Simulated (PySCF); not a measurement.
CH4F2Si, SMILES C[SiH](F)F. The structure is a stationary point at PBE-D3(BJ)/def2-SVP.

Computed equilibrium geometry at PBE-D3(BJ)/def2-SVP (PySCF confirms it by a frequency run) as bond lengths and angles, and its point group:
point group Cs.
Atoms: Si1 C2 F3 F4 H5 H6 H7 H8. Bonded distances (Å): Si1–C2 1.857, Si1–F3 1.632, Si1–F4 1.632, Si1–H5 1.494, C2–H6 1.109, C2–H7 1.109, C2–H8 1.109. Angles (°): C2–Si1–F3 109.6, C2–Si1–F4 109.6, C2–Si1–H5 115.0, F3–Si1–F4 106.7, F3–Si1–H5 107.8, F4–Si1–H5 107.8, Si1–C2–H6 110.7, Si1–C2–H7 110.7, Si1–C2–H8 110.6, H6–C2–H7 108.2, H6–C2–H8 108.3, H7–C2–H8 108.3.
Charge 0, spin multiplicity 1.
